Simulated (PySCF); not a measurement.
System: H2Ge, singlet: map of symmetric stretch and bend. Scanned: Ge-H bond length and H-Ge-H angle.

Cartesian coordinates as functions of the variables (Å; names that start with a are angles):
```
Ge  0  0  0
H  r*sin(a/2)  0  r*cos(a/2)
H  -r*sin(a/2)  0  r*cos(a/2)
```

Calculation: PySCF with restricted Hartree-Fock/6-31G*, spherical d.

Energy in mEh above the lowest grid point; x is the Ge-H bond length (Å), y the H-Ge-H angle (°).

```
y \ x   1.36   1.44   1.52   1.60   1.68   1.76   1.84   1.92      2   2.08   2.16
-----  -----  -----  -----  -----  -----  -----  -----  -----  -----  -----  -----
180    140.4  126.8  125.4  132.6  145.9  163.2  180.5  186.6  191.1  196.3  202.6
170    135.5  120.7  117.6  122.4  131.4  141.1  149.5  157.0  164.6  172.9  182.0
160    122.3  105.0   98.9  100.1  105.4  112.8  121.2  130.4  140.3  150.8  162.0
150    104.7   85.0   76.6   75.8   80.0   87.2   96.4  107.0  118.6  130.9  143.9
140     86.1   64.7   55.0   53.4   57.3   64.9   75.0   86.8   99.8  113.6  128.0
130     69.1   46.6   36.2   34.2   38.2   46.3   57.2   70.0   84.2   99.1  114.7
120     55.1   31.8   20.9   18.9   23.0   31.6   43.1   56.7   71.7   87.6  104.1
110     45.3   21.3   10.0    7.8   12.1   20.9   32.9   47.1   62.7   79.3   96.4
100     40.2   15.5    3.8    1.4    5.6   14.6   26.8   41.4   57.4   74.4   91.9
90      40.7   15.2    2.8    0.0    4.0   12.9   25.1   39.7   55.9   73.1   90.8
80      47.3   20.8    7.7    4.2    7.7   16.2   28.2   42.6   58.7   75.8   93.5
70      60.8   33.2   19.0   14.6   17.3   25.0   36.5   50.4   66.0   82.7  100.1
```

Points that lie below all their neighbours on the grid: x = 1.60, y = 90 (0.0 mEh).
